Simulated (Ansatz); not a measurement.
Reaction (cleavage of the Si–Si bond): `C[Si](N)([SiH3])Cl` + `O[Si](O)(F)Cl` → `O[Si](F)(Cl)O[SiH3]` + `C[SiH](N)Cl`

Calculated with Ansatz (gas phase, PBE0-D4/def2-TZVP geometries, no zero-point term in ΔE). CBS: MP2 limit from def2 TZ/QZ plus the TZ coupled-cluster correction, frozen cores. This one scheme is used for every species. Functionals use def2-TZVPP. One conformer a species, not always the lowest.

| species | r2SCAN energy (Eh) |
| --- | --- |
| `C[Si](N)([SiH3])Cl` | -1136.89074 |
| `O[Si](O)(F)Cl` | -1001.40151 |
| `O[Si](F)(Cl)O[SiH3]` | -1292.11439 |
| `C[SiH](N)Cl` | -846.21581 |

Task: Work out ΔE.

Result: ΔE = (-1292.11439) + (-846.21581) − (-1136.89074) − (-1001.40151) = -0.03795 Eh = -99.6 kJ/mol. CCSD(T)/CBS gives -107.2 kJ/mol.

Largest T1 diagnostic among the species: 0.011.

From PBE to PBE0 (25 % exact exchange), in def2-TZVPP and without D4, ΔE moves by −9.6 kJ/mol. In def2-TZVPP, CCSD(T) changes the Hartree–Fock value by +30.9 kJ/mol (the triples alone add +4.7 kJ/mol) and MP2 by +25.1 kJ/mol.
